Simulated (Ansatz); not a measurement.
Program: Ansatz. Geometries: PBE0-D4/def2-TZVP. ΔE: electronic, gas phase. CBS: def2 TZ/QZ extrapolation, frozen cores. Functionals use def2-TZVPP. No spin–orbit coupling; open shells (•) take unrestricted orbitals. One conformer a species, not always the lowest.

`CO[SiH2]N` → `[CH3]`• + `N[SiH2][O]`•  (homolysis of the C–O bond)

```tsv
species	PBE0-D4 energy (Eh)
`CO[SiH2]N`	-461.61693
`[CH3]`•	-39.80044
`N[SiH2][O]`•	-421.66424
```

(1) Work out ΔE.

Largest T1 diagnostic among the species: 0.018.

Results:

(1) ΔE = (-39.80044) + (-421.66424) − (-461.61693) = 0.15225 Eh = +399.7 kJ/mol. CCSD(T)/CBS gives +417.2 kJ/mol.

The D4 term adds +11.0 kJ/mol with B3LYP and +6.0 kJ/mol with PBE0; it sums over pairs of atoms, weighted by their polarisabilities, and B3LYP, whose exchange is more repulsive, gets the larger term. In def2-TZVPP, CCSD(T) changes the Hartree–Fock value by +152.8 kJ/mol (the triples alone add +12.5 kJ/mol) and MP2 by +190.1 kJ/mol; breaking electron pairs costs correlation energy, which Hartree–Fock lacks.

B3LYP here is the variant with VWN-RPA as its local correlation; programs differ in this.
